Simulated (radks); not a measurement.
Values are calculated unless marked as measured or tabulated.
Species: Cu I. Configuration: [Ar] 3d10 4d1 (not the ground configuration).

Code: a radial shooting solver on a logarithmic mesh with Libxc functionals. Model: Dirac Kohn-Sham, SOGGA, spin-unpolarised, spherical densities, finite nucleus; open shells fill j = l - 1/2 first; Fermi nuclear charge, rms radius 3.8823 fm.

Energy parts (hartree):
total: -1653.08625
kinetic: 1681.68394
electron-nucleus: -3981.01542
Hartree: 712.13347
exchange-correlation: -65.88824

Orbitals (lengths in bohr, moments of r in powers of bohr; <r^-3> diverges for s and p1/2; r(90%) holds 90 % of the orbital's charge):
| orbital | occ. | eigenvalue (hartree) | <r^2> | r(90%) | <r^-3> | <1/r> |
|---|---|---|---|---|---|---|
| 1s1/2 | 2 | -325.0837 | 0.003660 | 0.0932 | - | 29.14 |
| 2s1/2 | 2 | -39.18347 | 0.06530 | 0.364 | - | 6.354 |
| 2p1/2 | 2 | -34.36090 | 0.05127 | 0.335 | - | 6.311 |
| 2p3/2 | 4 | -33.60864 | 0.05282 | 0.339 | 684.4 | 6.171 |
| 3s1/2 | 2 | -4.40599 | 0.5888 | 1.07 | - | 1.999 |
| 3p1/2 | 2 | -2.91251 | 0.6553 | 1.15 | - | 1.864 |
| 3p3/2 | 4 | -2.81798 | 0.6746 | 1.17 | 86.59 | 1.830 |
| 3d3/2 | 4 | -0.39359 | 1.406 | 1.81 | 7.739 | 1.389 |
| 3d5/2 | 6 | -0.38356 | 1.437 | 1.84 | 7.529 | 1.378 |
| 4s1/2 | 0 | -0.32160 | 8.038 | 4.01 | - | 0.4945 |
| 4p1/2 | 0 | -0.13531 | 17.13 | 6.04 | - | 0.3454 |
| 4p3/2 | 0 | -0.13247 | 17.68 | 6.13 | 2.625 | 0.3397 |
| 4d3/2 | 1 | -0.02533 | 124.1 | 15.4 | 0.02790 | 0.1130 |
| 4d5/2 | 0 | -0.02530 | 124.3 | 15.4 | 0.02827 | 0.1129 |

The highest occupied level is 4d3/2 at -0.689 eV. The configuration is held as typed, so some empty levels lie below it. The electron density at the nucleus is 2.214e+04 e/bohr^3. Summed over all electrons, <r^2> = 143.9 bohr^2, which gives a Langevin (diamagnetic) susceptibility term of -114 x 10^-6 cm^3/mol. The density falls to 0.001 e/bohr^3 at r = 3.36 bohr.
